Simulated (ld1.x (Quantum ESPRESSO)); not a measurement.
B (Z = 5), ultrasoft: configuration errors across variants

- Element: boron (B)
- Generator: ld1.x (Quantum ESPRESSO) 7.5
- Type: ultrasoft
- Functional: Wu–Cohen
- Relativity: scalar-relativistic
- Frozen core: [He]
- Valence charge: 3
- Reference configuration: 2s1.75 2p1.25
- Partial waves: 2s (bound): rcut 0.85, rcutus 1.10 bohr; 2s channel at 2.05 Ry: rcut 0.85, rcutus 1.10 bohr; 2p (bound): rcut 4.15, rcutus 4.70 bohr; 2p channel at 0.3 Ry: rcut 4.15, rcutus 4.70 bohr; 3d channel at 0.05 Ry: rcut 3.60, rcutus 4.55 bohr
- Local potential: all-electron potential smoothed inside 3.30 bohr (lloc = -1)
- Core correction: none
- Augmentation charge: built from norm-conserving waves at rcut, not smoothed further

All-electron excitation energies from the reference (eV): (1) 2s2 2p1 -1.457; (2) 2s2 2p0 6.689; (3) 2s1 2p0 31.994; (4) 2s1 2p1 12.836; (5) 2s1 2p2 4.380; (6) 2s0 2p3 10.232.

The overlap operator is not positive definite (basis up to 400 Ry) in “base”, “local potential all-electron potential smoothed inside 2.06 bohr (lloc = -1)”, “local potential all-electron potential smoothed inside 2.34 bohr (lloc = -1)”, “local potential all-electron potential smoothed inside 3.18 bohr (lloc = -1)”, “local potential all-electron potential smoothed inside 3.76 bohr (lloc = -1)”, “local potential all-electron potential smoothed inside 4.06 bohr (lloc = -1)”, “local potential all-electron potential smoothed inside 4.62 bohr (lloc = -1)”. Such files are unfit for use, however small their errors in these radial tests.

Tests that are not counted but printed errors over 1 eV. “base”: 2s2 2p1.3 (solver errors, printed error -50.3 eV). “local potential all-electron potential smoothed inside 2.06 bohr (lloc = -1)”: 2s1 2p1 (solver errors, printed error -4.8 eV). “local potential all-electron potential smoothed inside 3.18 bohr (lloc = -1)”: 2s2 2p1.3 (solver errors, printed error -50.3 eV). “local potential all-electron potential smoothed inside 3.76 bohr (lloc = -1)”: 2s2 2p1.3 (solver errors, printed error -61.2 eV).

The file “base” misses its own reference levels by 1.0 eV. The file “local potential all-electron potential smoothed inside 3.18 bohr (lloc = -1)” misses its own reference levels by 1.0 eV. The file “local potential all-electron potential smoothed inside 3.76 bohr (lloc = -1)” misses its own reference levels by 1.0 eV. The file “local potential all-electron potential smoothed inside 4.06 bohr (lloc = -1)” misses its own reference levels by 0.9 eV. The file “local potential all-electron potential smoothed inside 4.62 bohr (lloc = -1)” misses its own reference levels by 0.6 eV.

Errors AE − PS in meV (a dash: test not solved or not reliable):

```tsv
change	(1)	(2)	(3)	(4)	(5)	(6)	bound ghosts
base	-35	+1165	+2923	+761	+65	+79	not determined (overlap not positive)
local potential all-electron potential smoothed inside 2.06 bohr (lloc = -1)	-3.7	+277	+811	–	-35	-178	not determined (overlap not positive)
local potential all-electron potential smoothed inside 2.34 bohr (lloc = -1)	-3.7	+277	+811	-311	-35	-171	not determined (overlap not positive)
local potential all-electron potential smoothed inside 3.18 bohr (lloc = -1)	-34	+1147	+2881	+739	+64	+75	not determined (overlap not positive)
local potential all-electron potential smoothed inside 3.76 bohr (lloc = -1)	-34	+1159	+2909	+754	+65	+78	not determined (overlap not positive)
local potential all-electron potential smoothed inside 4.06 bohr (lloc = -1)	-31	+1040	+2631	+612	+52	+46	not determined (overlap not positive)
local potential all-electron potential smoothed inside 4.62 bohr (lloc = -1)	-23	+823	+2107	+350	+27	-19	not determined (overlap not positive)
```

(1) Give the same row for: local potential all-electron potential smoothed inside 5.42 bohr (lloc = -1).

Results:

(1) -31, +1039, +2627, +612, +52, +45; bound ghosts: not determined.
